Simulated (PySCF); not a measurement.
## XPS shifts beside NMR shieldings

Compound: C3H8Si2.
Structure used (PBE0-D3(BJ)/def2-SVP), in Å, numbered top down from 1:
```xyz
13
C3H8Si2 angstrom
C      2.9404    0.7718   -0.1207
C      1.6768    0.1005    0.1174
C      0.6174   -0.4674    0.3237
Si    -1.0152   -1.2426    0.5874
Si    -2.6646    0.2496   -0.1565
H      3.2483    1.3540    0.7619
H      2.8657    1.4636   -0.9742
H      3.7383    0.0458   -0.3418
H     -1.1014   -2.5295   -0.1691
H     -1.2145   -1.5397    2.0396
H     -4.0313   -0.3274    0.0414
H     -2.5667    1.5299    0.6097
H     -2.4713    0.5403   -1.6105
```

Binding energies: delta-SCF UKS SCAN, pcX-2 on the ionised atom, pcseg-1 elsewhere, spin-free X2C in PySCF 2.14.0. Shieldings: GIAO PBE0/pcSseg-1, non-relativistic, same geometry.

```tsv
atom	isotropic shielding (ppm)
C1	178.2
C2	67.4
C3	107.4
```

Task: What are the C 1s binding energies of these atoms?

Result: 
```
atom         environment  C 1s (eV)  isotropic shielding (ppm)
  C3       alkyne carbon     289.56                      107.4
  C2       alkyne carbon     290.25                       67.4
  C1  propargylic carbon     291.69                      178.2
```

Task: Among the listed atoms, is the one with the highest binding energy also the least shielded?

Result: No. The highest binding energy is at C1 (291.69 eV, shielding 178.2 ppm), the lowest shielding at C2 (67.4 ppm, 290.25 eV).

By binding energy: C3 < C2 < C1. By shielding: C2 < C3 < C1.

The unrestricted hole states depart most from a pure doublet (⟨S²⟩ = 0.75; over 0.85 named) for C 1s of C2 (0.86), which makes this value less certain. Geometry: PBE0-D3(BJ)/def2-SVP; no solvent, vibrations or thermal averaging.
